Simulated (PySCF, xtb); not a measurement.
CH5ClGaNO, SMILES C[O][Ga]([NH2])[Cl].

GFN2-xTB in xtb 6.7.1 at its own geometry gives an orbital gap of 3.65 eV and a dipole moment of 3.12 D.

The structure is a stationary point at r2SCAN-D4/def2-SVP. The structure was generated by enumeration; whether it is a known compound was not checked. One conformer was computed; it need not be the lowest.

Task: What does PySCF with PBE/def2-TZVP give? (Estimate from the structure and the level; the computed values follow.)

Result: gap 4.63 eV (levels -6.26 and -1.63 eV), dipole 3.27 D.
